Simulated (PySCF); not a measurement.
## How methods differ on the excitation energy of Cl+

Cl+ [Ne] 3s2 3p4 (3P) → Cl+ [Ne] 3s2 3p3 4s1 (5S), as a difference of total energies. Calculation: PySCF 2.14, in aug-cc-pVQZ-DK (7s6p4d3f2g, 84 functions); scalar relativity by spin-free X2C-1e. Correlated levels: valence: [Ne] frozen. The calculations carry no spin-orbit coupling.

```tsv
method	excitation energy (eV)	error (eV)
UHF	12.598	-0.735
LDA	13.274	-0.059
PBE	13.247	-0.086
PBE0	13.352	+0.019
r2SCAN	13.562	+0.229
r2SCAN0	13.519	+0.186
BP86	13.402	+0.069
CAM-B3LYP	13.532	+0.199
TPSS	13.574	+0.241
MP2 (valence)	13.092	-0.241
SCS-MP2 (valence)	13.340	+0.007
```

Reference: 13.333 eV (measured; NIST levels, between the centres of gravity of the two terms).

Errors of the correlated levels include the incompleteness of this basis and the frozen core.
